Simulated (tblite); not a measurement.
disilicic acid (H6O7Si2), singlet, at a GFN2-xTB geometry; GFN1-xTB in tblite.

Input for tblite:
```
$ tblite run mol.xyz --method gfn1 --charge 0 --spin 0 --grad --json tblite.json --no-restart

# file mol.xyz
15

O      2.79480622     0.38354433     0.45298601
Si     1.39657057    -0.42578146     0.36005253
O      1.40826964    -1.47604778    -0.86558218
O      1.17840500    -1.21446863     1.75406439
O      0.20610636     0.67775399     0.12016386
Si    -1.33571732     0.52713486    -0.32668733
O     -1.77408327     1.90023071    -1.07930675
O     -1.43148514    -0.79897765    -1.27015769
O     -2.37053550     0.29451132     0.89627042
H      3.12550669     0.82125491    -0.32565780
H      0.54854301    -1.73427827    -1.19805730
H      1.34739105    -0.75841879     2.57348028
H     -1.17309060     2.29927317    -1.70145853
H     -2.29689945    -1.17392058    -1.41271921
H     -2.49526227     0.99477171     1.52979510
```

Write the output that tblite gives for this input, abridged.


```
xTB calculator
 | screened Coulomb repulsion
 | Coulomb electrostatics
 |  * isotropic Klopman-Ohno-Mataga-Nishimoto electrostatics
 |  * onsite third-order electrostatics
 | DFT-D3(BJ) dispersion correction

halogen bonding energy    0.0000000000000E+00 Eh
repulsion energy          2.5843815054938E-01 Eh
dispersion energy        -6.2053688454823E-03 Eh
number of electrons       5.6000000000000E+01 e
integral cutoff           2.8146159136829E+01 bohr

------------------------------------------------------------
  cycle        total energy    energy error   density error
------------------------------------------------------------
      1     -39.43086899374  -3.9683102E+01   8.2674561E-01
      2     -40.28807308058  -8.5720409E-01   4.0924876E-01
      3     -40.27792605757   1.0147023E-02   2.0195835E-01
      4     -40.35052482349  -7.2598766E-02   7.3828070E-02
      5     -40.35146675482  -9.4193133E-04   5.5329945E-02
      6     -40.37366934015  -2.2202585E-02   7.8578152E-04
      7     -40.37367008803  -7.4788477E-07   6.2902503E-04
      8     -40.37367147041  -1.3823795E-06   4.4210905E-04
      9     -40.37367283851  -1.3680965E-06   4.0521492E-05
     10     -40.37367283729   1.2152839E-09   3.1046992E-05
     11     -40.37367284212  -4.8282729E-09   7.7062885E-06
------------------------------------------------------------

electronic energy        -4.0625905623823E+01 Eh
total energy             -4.0373672842119E+01 Eh

Post processing:
 | Mayer-Wiberg bond orders

[Info] Tight-binding results written to 'tblite.txt'
[Info] JSON dump of results written to 'tblite.json'
```
